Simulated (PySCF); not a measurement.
# Working out the excitation energy of Br

Br [Ar] 3d10 4s2 4p5 (2P) → Br [Ar] 3d10 4s2 4p4 5s1 (4P). Calculation: PySCF 2.14, in aug-cc-pVTZ-PP with ECP10MDF (6s5p4d2f, 55 functions); scalar relativity through the core potential. Frozen: 3s2 3p6 3d10. Energies in hartree (1 hartree = 27.21139 eV):

```json
{"part": "UHF", "Br (lower)": "-415.491803", "Br (upper)": "-415.220474"}
{"part": "MP2 opposite-spin", "Br (lower)": "-0.106006", "Br (upper)": "-0.087489"}
{"part": "MP2 same-spin", "Br (lower)": "-0.031085", "Br (upper)": "-0.031662"}
```

Question: What does Hartree-Fock give?

Answer: (-415.220474) − (-415.491803) = 0.271329 hartree = 7.383 eV.

Question: What do MP2 and SCS-MP2 (6/5 opposite-spin, 1/3 same-spin) give?

Answer: The opposite-spin parts differ by 0.504 eV and the same-spin parts by -0.016 eV. MP2: 7.383 + (0.504) + (-0.016) = 7.871 eV. SCS-MP2: 7.383 + 1.2 × (0.504) + (-0.016)/3 = 7.982 eV.

Measured between the centres of the two terms (NIST): 7.845 eV, so MP2 (valence) is off by 0.026 eV.

What remains against the reference includes basis incompleteness, the frozen core and correlation beyond second order.
